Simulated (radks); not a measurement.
Species: Eu. Configuration: [Xe] 4f7 6s1 7s1 (not the ground configuration).

Method: Dirac Kohn-Sham, PBE, spin-unpolarised, spherical densities, finite nucleus; open shells fill j = l - 1/2 first; Fermi nuclear charge, rms radius 5.1115 fm; computed with a radial shooting solver on a logarithmic mesh with Libxc functionals.

Energy parts (eV):
total: -295279.30
kinetic: 321025.05
electron-nucleus: -724395.18
Hartree: 114706.47
exchange-correlation: -6615.65

Orbitals (lengths in bohr, moments of r in powers of bohr; r(90%) holds 90 % of the orbital's charge):
| orbital | occ. | eigenvalue (eV) | <r^2> | r(90%) |
|---|---|---|---|---|
| 1s1/2 | 2 | -48316.10 | 0.0006793 | 0.0403 |
| 2s1/2 | 2 | -7932.688 | 0.01062 | 0.147 |
| 2p1/2 | 2 | -7526.372 | 0.007724 | 0.130 |
| 2p3/2 | 4 | -6878.347 | 0.008963 | 0.139 |
| 3s1/2 | 2 | -1747.679 | 0.07107 | 0.366 |
| 3p1/2 | 2 | -1572.091 | 0.06632 | 0.359 |
| 3p3/2 | 4 | -1439.994 | 0.07345 | 0.377 |
| 3d3/2 | 4 | -1136.004 | 0.05886 | 0.349 |
| 3d5/2 | 6 | -1107.262 | 0.06086 | 0.354 |
| 4s1/2 | 2 | -349.2738 | 0.3619 | 0.814 |
| 4p1/2 | 2 | -281.4386 | 0.3820 | 0.843 |
| 4p3/2 | 4 | -252.3131 | 0.4214 | 0.886 |
| 4d3/2 | 4 | -140.6360 | 0.4884 | 0.975 |
| 4d5/2 | 6 | -135.4129 | 0.5042 | 0.991 |
| 5s1/2 | 2 | -47.7447 | 2.152 | 2.00 |
| 5p1/2 | 2 | -29.6084 | 2.771 | 2.29 |
| 5p3/2 | 4 | -25.8164 | 3.133 | 2.44 |
| 4f5/2 | 6 | -6.0487 | 1.281 | 1.70 |
| 6s1/2 | 1 | -5.6572 | 17.61 | 5.77 |
| 4f7/2 | 1 | -5.4350 | 1.346 | 1.74 |
| 7s1/2 | 1 | -1.2704 | 114.6 | 14.2 |

The highest occupied level is 7s1/2 at -1.270 eV. The density falls to 0.001 e/bohr^3 at r = 4.51 bohr. The electron density at the nucleus is 5.792e+05 e/bohr^3. Summed over all electrons, <r^2> = 173.0 bohr^2, which gives a Langevin (diamagnetic) susceptibility term of -137 x 10^-6 cm^3/mol.
